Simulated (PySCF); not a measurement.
**Converging CdSi in the basis (PBE0)**

PySCF, UKS reference; triplet, unpaired electrons π ↑↑; De to Cd + Si without counterpoise correction.

| basis | relativity | functions | Re (Å) | ωe (cm⁻¹) | De (eV) | μ (D) |
| --- | --- | --- | --- | --- | --- | --- |
| def2-SVP | scalar-relativistic core potentials | 49 | 2.577 | 225 | 0.80 | -2.72 |
| def2-SVPD | scalar-relativistic core potentials | 58 | 2.576 | 225 | 0.81 | -2.61 |
| x2c-TZVPPall | spin-free X2C | 121 | 2.564 | 228 | 0.84 | -2.66 |

Q: How does each smaller set differ from the one with most functions, x2c-TZVPPall?

A: def2-SVP: +1.3 pm, -1.3 % in ωe, -0.04 eV in De; def2-SVPD: +1.2 pm, -1.3 % in ωe, -0.03 eV in De. All at PBE0; the set with most functions is neither the basis-set limit nor always the best. The rows treat relativity differently, so the differences are not basis effects alone.

A positive dipole means Cd(−)Si(+). Spin–orbit coupling is left out. The state is the lowest determinant that a PBE0 search found; another state may lie lower at other levels.
